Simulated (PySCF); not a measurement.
C5H9NO.
Atom-mapped SMILES: `[CH3:1][O:2][C@H:3]1[CH2:4][CH:5]=[N:6][CH2:7]1` (hydrogens: H8, H9, H10 on C1; H11 on C3; H12, H13 on C4; H14 on C5; H15, H16 on C7)

Structure used (GFN2-xTB), in Å, numbered top down from 1:
```
atom  x, y, z in Å
C1     2.331    0.106   -0.149
O2     1.117   -0.392   -0.646
C3    -0.018    0.342   -0.240
C4    -1.236   -0.142   -1.041
C5    -2.180   -0.577    0.041
N6    -1.769   -0.464    1.224
C7    -0.431    0.070    1.238
H8     2.494    1.143   -0.472
H9     2.372    0.071    0.946
H10    3.114   -0.529   -0.559
H11    0.170    1.416   -0.395
H12   -1.674    0.632   -1.671
H13   -0.950   -0.985   -1.672
H14   -3.160   -0.974   -0.169
H15   -0.414    0.968    1.859
H16    0.226   -0.676    1.694
```

The closed-shell SCF was solved with PySCF and density fitting under several settings on one GFN2-xTB geometry (grid level 2 and gas phase unless stated).

```json
{"settings": "PBE0/pcSseg-1", "basis functions": "164", "SCF cycles": "14", "E (Eh)": "-325.4696", "HOMO (eV)": "-6.93", "LUMO (eV)": "0.21", "dipole (D)": "2.09"}
{"settings": "PBE0/def2-SVPD", "basis functions": "215", "SCF cycles": "14", "E (Eh)": "-325.2930", "HOMO (eV)": "-7.01", "LUMO (eV)": "0.06", "dipole (D)": "2.05"}
{"settings": "wB97X-D/pcSseg-0, level shift 0.1 Eh, fitting basis def2-universal-jkfit", "basis functions": "81", "SCF cycles": "11", "E (Eh)": "-325.0214", "HOMO (eV)": "-8.58", "LUMO (eV)": "2.18", "dipole (D)": "2.50"}
{"settings": "PBE0/cc-pVDZ, grid level 3", "basis functions": "143", "SCF cycles": "14", "E (Eh)": "-325.5275", "HOMO (eV)": "-6.73", "LUMO (eV)": "0.43", "dipole (D)": "1.84"}
{"settings": "PBE0/ANO-RCC-VDZP, grid level 3", "basis functions": "143", "SCF cycles": "14", "E (Eh)": "-325.6078", "HOMO (eV)": "-6.89", "LUMO (eV)": "0.32", "dipole (D)": "1.94"}
{"settings": "PBE0/pcSseg-1, grid level 4, damping 0.1 at the start, DIIS from the seventh cycle", "basis functions": "164", "SCF cycles": "18", "E (Eh)": "-325.4696", "HOMO (eV)": "-6.93", "LUMO (eV)": "0.21", "dipole (D)": "2.09"}
```

Problem. Estimate the row for these settings: OPBE/pcseg-1, fitting basis def2-universal-jkfit, start guess huckel.

Solution. 
```
                                                            settings  basis functions  SCF cycles     E (Eh)  HOMO (eV)  LUMO (eV)  dipole (D)
OPBE/pcseg-1, fitting basis def2-universal-jkfit, start guess huckel              143          16  -325.6671      -5.43      -0.87        2.04
```

Problem. Over all rows, what range does the HOMO–LUMO gap span?

Solution. From 4.56 eV (OPBE/pcseg-1, fitting basis def2-universal-jkfit, start guess huckel) to 10.76 eV (wB97X-D/pcSseg-0, level shift 0.1 Eh, fitting basis def2-universal-jkfit). The functional of the narrowest has no exact exchange, that of the widest range-separated exact exchange.

Problem. And the dipole moment?

Solution. From 1.84 D (PBE0/cc-pVDZ, grid level 3) to 2.50 D (wB97X-D/pcSseg-0, level shift 0.1 Eh, fitting basis def2-universal-jkfit); the largest is 1.36 times the smallest, and the median is 2.05 D.

Problem. Compare two rows with the functional PBE0: PBE0/ANO-RCC-VDZP, grid level 3 and PBE0/def2-SVPD. Which energy is lower, and by how much?

Solution. PBE0/ANO-RCC-VDZP, grid level 3 (143 functions) lies 0.3148 Eh or 198 kcal/mol below PBE0/def2-SVPD (215 functions). The smaller set gives the lower energy; the two sets aren't nested, so the variational bound doesn't order them by size.

wB97X-D ran without the empirical dispersion term, which would shift the total energy alone. Cycle counts include a coarse-grid stage where the run had one. ANO-RCC sets were contracted for a scalar-relativistic Hamiltonian, but ran non-relativistically here.

One conformer stands for the species.
